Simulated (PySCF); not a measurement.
BeIn⁺: energy against distance

Set-up: PySCF, scalar-relativistic core potentials, basis sets Be cc-pVDZ, In cc-pVDZ-PP with ECP28. Energies in eV from Be + In⁺ in their ground configurations at the same level. State: ¹Σ⁺ (singlet), closed shell.

All columns are PBE0. A positive dipole points towards In; it is taken about the centre of mass and depends on that origin.

```
R (Å)  E (eV)  μ (D)  Mulliken charge on Be (basis-dependent)  HOMO (eV)  LUMO (eV)  Mayer bond order  ⟨S²⟩
2.592  -0.404  -4.16                                     0.28     -11.63      -7.62              0.70  0.00
2.713  -0.505  -4.12                                     0.27     -11.62      -7.48              0.64  0.00
2.833  -0.560  -4.03                                     0.26     -11.59      -7.42              0.59  0.00
2.924  -0.579  -3.95                                     0.25     -11.56      -7.37              0.55  0.00
3.014  -0.584  -3.85                                     0.24     -11.51      -7.33              0.52  0.00
3.104  -0.578  -3.73                                     0.23     -11.45      -7.29              0.48  0.00
3.225  -0.558  -3.56                                     0.21     -11.36      -7.24              0.44  0.00
3.376  -0.522  -3.32                                     0.20     -11.22      -7.19              0.40  0.00
3.557  -0.468  -3.02                                     0.17     -11.04      -7.15              0.35  0.00
3.798  -0.393  -2.59                                     0.15     -10.79      -7.14              0.29  0.00
```

A fit through these points gives, at Re = 3.007 Å, μ = -3.85 D and dμ/dR = 1.19 D/Å; the reduced mass is 8.357 u.

Question: How strong is the fundamental in the double-harmonic approximation, I = 42.26·(dμ/dR)²/μred km/mol?

Answer: I = 42.26·(1.19)²/8.357 = 7.16 km/mol at PBE0.

Closed-shell solutions of metal pairs were not tested for spin polarisation, which can lower them a little. Spin–orbit coupling is left out. For an ion De counts to the pair picked by the measured ionisation energies or electron affinities, which need not be the lowest pair at this level.
